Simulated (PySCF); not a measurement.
C₄H₁₀O, charge +1, doublet, geometry from GFN2-xTB (a state made from the parent by changing its charge; the spin is typed, not shown lowest); MP2/6-31G* (PySCF).

PySCF was given this input:
```python
from pyscf import gto, scf, mp

mol = gto.M(
    atom='''
C    -2.35982969   -0.03023635    0.13916635
C    -0.97011987    0.00027248   -0.40685575
C     0.09692071   -0.53950406    0.56070054
C     1.45683769   -0.39082859   -0.09074227
O     1.77147372    0.95186914   -0.13961120
H    -2.76897938   -1.04563552    0.20110872
H    -3.03834302    0.48591634   -0.54588573
H    -2.40990028    0.39659707    1.13937189
H    -0.62619785    1.03693804   -0.58850743
H    -0.93117855   -0.49041316   -1.38693177
H     0.07997256    0.02408467    1.49361956
H    -0.12117966   -1.58875650    0.77466880
H     1.48827799   -0.85532211   -1.09316915
H     2.20739124   -0.94983897    0.50690880
H     2.60549408    1.13325596   -0.59790727
''',
    basis='6-31g*',
    charge=1,
    spin=1,
    verbose=4,
)

mf = scf.UHF(mol)
mf.kernel()

pt = mp.MP2(mf)
pt.kernel()
print('E(MP2) = %.10f' % pt.e_tot)
```

Task: Write the output that PySCF gives for this input, abridged.

Result: 
```
PySCF version 2.14.0

[INPUT] verbose = 4
[INPUT] num. atoms = 15
[INPUT] num. electrons = 41
[INPUT] charge = 1
[INPUT] spin (= nelec alpha-beta = 2S) = 1
[INPUT] symmetry False subgroup None
[INPUT] Mole.unit = angstrom
[INPUT] Symbol           X                Y                Z      unit          X                Y                Z       unit  Magmom
[...]
nuclear repulsion = 189.955754707696
number of shells = 50
number of NR pGTOs = 175
number of NR cGTOs = 90
basis = 6-31g*
ecp = {}

******** <class 'pyscf.scf.uhf.UHF'> ********
method = UHF
initial guess = minao
damping factor = 0
level_shift factor = 0
DIIS = <class 'pyscf.scf.diis.CDIIS'>
diis_start_cycle = 1
diis_space = 8
diis_damp = 0
SCF conv_tol = 1e-09
SCF conv_tol_grad = None
SCF max_cycles = 50
direct_scf = True
direct_scf_tol = 1e-13
number electrons alpha = 21  beta = 20
Set gradient conv threshold to 3.16228e-05
init E= -232.902567657622

cycle= 1 E= -231.64243403375  delta_E= 1.26  |g|= 0.43  |ddm|= 2.15
cycle= 2 E= -231.730643722246  delta_E= -0.0882  |g|= 0.248  |ddm|= 0.562
cycle= 3 E= -231.755391533944  delta_E= -0.0247  |g|= 0.0609  |ddm|= 0.195
cycle= 4 E= -231.758835465712  delta_E= -0.00344  |g|= 0.0342  |ddm|= 0.0865
cycle= 5 E= -231.760225272673  delta_E= -0.00139  |g|= 0.0241  |ddm|= 0.0439
cycle= 6 E= -231.762075445657  delta_E= -0.00185  |g|= 0.0279  |ddm|= 0.0578
cycle= 7 E= -231.760437565801  delta_E= 0.00164  |g|= 0.0246  |ddm|= 0.0513
cycle= 8 E= -231.757055729195  delta_E= 0.00338  |g|= 0.017  |ddm|= 0.174
cycle= 9 E= -231.756655655753  delta_E= 0.0004  |g|= 0.013  |ddm|= 0.0643
cycle= 10 E= -231.756569623825  delta_E= 8.6e-05  |g|= 0.00907  |ddm|= 0.0737
cycle= 11 E= -231.75674590247  delta_E= -0.000176  |g|= 0.0041  |ddm|= 0.0726
cycle= 12 E= -231.756809027406  delta_E= -6.31e-05  |g|= 0.00251  |ddm|= 0.0229
cycle= 13 E= -231.756833135325  delta_E= -2.41e-05  |g|= 0.000974  |ddm|= 0.0203
cycle= 14 E= -231.756836125383  delta_E= -2.99e-06  |g|= 0.000894  |ddm|= 0.00356
cycle= 15 E= -231.756831625525  delta_E= 4.5e-06  |g|= 0.00112  |ddm|= 0.00834
cycle= 16 E= -231.756828943879  delta_E= 2.68e-06  |g|= 0.000961  |ddm|= 0.00433
cycle= 17 E= -231.756826708814  delta_E= 2.24e-06  |g|= 0.000788  |ddm|= 0.00378
cycle= 18 E= -231.75682318505  delta_E= 3.52e-06  |g|= 0.000524  |ddm|= 0.0063
cycle= 19 E= -231.756820181802  delta_E= 3e-06  |g|= 0.000447  |ddm|= 0.00556
cycle= 20 E= -231.756817254771  delta_E= 2.93e-06  |g|= 0.000406  |ddm|= 0.00553
cycle= 21 E= -231.756814502  delta_E= 2.75e-06  |g|= 0.000352  |ddm|= 0.00565
cycle= 22 E= -231.7568121509  delta_E= 2.35e-06  |g|= 0.000295  |ddm|= 0.00592
cycle= 23 E= -231.756809705974  delta_E= 2.44e-06  |g|= 0.000187  |ddm|= 0.00903
cycle= 24 E= -231.756809274871  delta_E= 4.31e-07  |g|= 0.000122  |ddm|= 0.00428
cycle= 25 E= -231.756809026876  delta_E= 2.48e-07  |g|= 5.88e-05  |ddm|= 0.00523
cycle= 26 E= -231.756809064656  delta_E= -3.78e-08  |g|= 5.09e-05  |ddm|= 0.00214
cycle= 27 E= -231.756809032568  delta_E= 3.21e-08  |g|= 1.52e-05  |ddm|= 0.0014
cycle= 28 E= -231.756809033663  delta_E= -1.1e-09  |g|= 1.19e-05  |ddm|= 7.91e-05
cycle= 29 E= -231.756809032841  delta_E= 8.22e-10  |g|= 7.01e-06  |ddm|= 0.000253
Extra cycle  E= -231.756809032981  delta_E= -1.4e-10  |g|= 5.78e-06  |ddm|= 1.35e-05
converged SCF energy = -231.756809032981  <S^2> = 0.76572724  2S+1 = 2.0156659

******** <class 'pyscf.mp.ump2.UMP2'> ********
nocc = (np.int64(21), np.int64(20)), nmo = (90, 90)
E(UMP2) = -232.470109684927  E_corr = -0.713300651945353
E(SCS-UMP2) = -232.457697405864  E_corr = -0.700888372883062
E_corr(same-spin) = -0.17892970321311
E_corr(oppo-spin) = -0.534370948732244
E(MP2) = -232.4701096849
```
